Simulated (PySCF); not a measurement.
# Energy of Sc⁺ (scandium, charge +1) between two integer charges

The 4s alpha orbital of [Ar] 3d1 4s1 is emptied in steps (occupation f), with all orbitals relaxed, ending at [Ar] 3d1. All numbers are calculated (PySCF 2.14, no relativity, point nucleus, in aug-cc-pVTZ (8s7p5d3f2g, 93 functions)). The exact energy is a straight line in f; departures are measured from the line between the end points of the same method.

| f | UHF (eV) |
| --- | --- |
| 1 | 0.000 |
| 0.8 | 0.011 |
| 0.6 | 0.016 |
| 0.4 | 0.016 |
| 0.2 | 0.010 |
| 0 | 0.000 |

| method | E(f=0) − E(f=1) (eV) | −ε at f=1 (eV) | −ε at f=0.4 (eV) |
| --- | --- | --- | --- |
| UHF | 12.157 | 12.228 | 12.142 |

Orbital energy along the path (eV):

| f | UHF |
| --- | --- |
| 1 | -12.228 |
| 0.8 | -12.197 |
| 0.6 | -12.168 |
| 0.4 | -12.142 |
| 0.2 | -12.118 |
| 0 | -12.096 |

Reference removal energy between the ground levels: 12.800 eV (measured; NIST Atomic Spectra Database, ionization energies). The calculation has no spin-orbit coupling. UHF lacks correlation.
